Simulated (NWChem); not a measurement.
Basis-set convergence for H2BFS2

SMILES: FB(S)S
```xyz
6

B      0.0000     0.0000     0.3631
F      0.0000     0.0000     1.6903
S      1.6304     0.0000    -0.4256
H      1.2045     0.0000    -1.7042
S     -1.6304     0.0000    -0.4256
H     -1.2045     0.0000    -1.7042
```
Charge 0, spin multiplicity 1.

Everything below was run with NWChem. The geometry was optimised at PBE0/def2-SVP, a minimum by its harmonic frequencies. It is one conformer; others weren't searched.

Quantity: vertical ionisation energy at the level ΔMP2 (Δ: difference of total energies, the cation a doublet at the parent's geometry with its hole in an orbital of symmetry a2 (C2v labels); it is the state that the SCF runs reached, from PBE0 orbitals for Hartree-Fock references, and need not be the lowest).

The correlated methods keep 12 core orbitals frozen. The Pople sets run with spherical d functions. The structure started from a generated list of species. No SCF solution was tested for a lower state. Open-shell Hartree-Fock references start from PBE0 orbitals; any time given for them includes that run.

The cost column gives rough processor time relative to STO-3G; each entry includes its own SCF.

### Question
In cc-pVTZ the value is 10.29 eV. Among STO-3G, 3-21G, 6-31G*, def2-SVP, cc-pVDZ, 6-311++G**, which is the smallest basis within 0.1 eV of it?

### Answer
No smaller set comes that close. cc-pVTZ isn't the basis-set limit itself, and a small set can land close by cancellation.

```csv
basis,functions,vertical ionisation energy (eV),relative cost
STO-3G,30,6.32,1
3-21G,48,10.00,under 3
6-31G*,68,9.89,3
def2-SVP,74,9.97,under 3
cc-pVDZ,74,10.01,10
6-311++G**,118,10.00,6
cc-pVTZ,156,10.29,40
```
